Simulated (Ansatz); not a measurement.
Ansatz (a first-principles code) input:

Ansatz 0.2 input:
```yaml
crystal:
  periodic: [false, false, false]
  atoms:
    - {symbol: B, position_ang: [1.15248944, 0.00163204, 0.02853142]}
    - {symbol: N, position_ang: [-0.08889255, -0.02423487, -0.00010366]}
    - {symbol: H, position_ang: [-1.08101194, -0.04512323, -0.02347488]}
basis:
  gaussian:
    orbitals: def2-TZVP
hamiltonian:
  xc: b3lyp
  dispersion: d3bj
magnetization: {spin_polarized: true, initial_magnetization: 1}
relax: {f_tol: 0.002, max_steps: 150}
```

**Question.** What final total energy does it print?

**Answer.** -80.15478 Eh (B3LYP-D3(BJ)/def2-TZVP). The basis has 68 functions.

It need not be the lowest isomer of its formula.
